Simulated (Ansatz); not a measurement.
Frontier orbitals of C$_{3}$H$_{6}$BN (`BC1C=CN1`).

The species carries charge 0 and has multiplicity 1. All single points use the PBE0-D4/def2-TZVP geometry. Basis def2-TZVPP, Ansatz.

| functional | HOMO (eV) | LUMO (eV) | gap (eV) |
| --- | --- | --- | --- |
| LDA (SPW92) | -6.14 | -2.14 | 4.00 |
| PBE | -5.96 | -1.92 | 4.04 |
| BLYP | -5.79 | -1.76 | 4.03 |
| B97M-V | -6.20 | -1.69 | 4.51 |
| PBE0 | -7.04 | -0.99 | 6.05 |
| r2SCAN0 | -7.16 | -0.86 | 6.30 |
| BHLYP | -7.95 | 0.08 | 8.03 |
| CAM-B3LYP | -8.29 | 0.13 | 8.42 |
| ωB97M-V | -9.18 | 1.04 | 10.22 |

A quarter of exact exchange (PBE0) shifts PBE's HOMO by −1.07 eV and its LUMO by +0.93 eV; full exchange at long range (ωB97M-V) shifts them by −3.22 and +2.96 eV. The gap opens from 4.05 to 10.22 eV, since occupied levels lose self-interaction and empty ones feel all the electrons. A positive LUMO is unbound and depends on the basis.
